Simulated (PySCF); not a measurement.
AlO, SMILES [O]=[Al], multiplicity 2.

The structure is a stationary point at B3LYP-D3(BJ)/def2-TZVPD.

These are PySCF with r2SCAN/def2-TZVPD values and carry that method's errors.

Gas-phase values at a fixed geometry.

### Question
Estimate the frontier levels, dipole moment and polarisability. (The exact figures need the calculation; the answer reports its results.)

### Answer

| Property | Value |
|---|---|
| α spin, highest occupied and lowest empty level | -6.95 and -2.20 eV |
| β spin, highest occupied and lowest empty level | -6.72 and -4.96 eV |
| dipole moment | 4.35 D |
| mean static polarisability | 45.7 bohr³ (6.77 Å³) |
| polarisability, principal values | 40.7, 40.7, 55.6 bohr³ |
| ⟨S²⟩ | 0.762 (pure state 0.75) |
